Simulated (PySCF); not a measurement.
**Dipole response of I⁻ (iodine, charge -1)**

[Xe], closed-shell 1S. Computed with PySCF 2.14 in aug-cc-pVQZ-PP with one added diffuse shell each of s, p, d, f, g type with ECP28MDF (8s8p6d4f3g, 117 functions), with a scalar-relativistic core potential. Coupled (time-dependent) response in atomic units; α is the mean over directions.

```csv
method,mean α (bohr³),C₆ (like pair),S(−4)
UHF,63.36,869.7,1175
PBE,84.09,1178,3139
PBE0,73.04,1014,1928
```

S(−4) is the Cauchy moment in α(ω) = α(0) + S(−4) ω² + …

α(iu) at UHF:

| u (hartree) | α(iu) (bohr³) |
| --- | --- |
| 0 | 63.36 |
| 0.0500 | 60.63 |
| 0.100 | 54.26 |
| 0.200 | 40.45 |
| 0.300 | 30.07 |
| 0.500 | 17.89 |
| 0.750 | 10.65 |
| 1.00 | 7.060 |
| 1.50 | 3.823 |
| 2.00 | 2.453 |
| 3.00 | 1.309 |
| 5.00 | 0.5766 |

A single London oscillator, α(iu) = α/(1 + u²/ω²), gives C₆ = (3/4) ω α². Matching the computed C₆ needs ω = 4 × 869.7 / (3 × 63.36²) = 0.289 hartree.

For an ion, C₆ is the dispersion term alone; charge-induced terms of lower order in 1/R come first.

Energies and moments cover only the electrons outside the core potential.
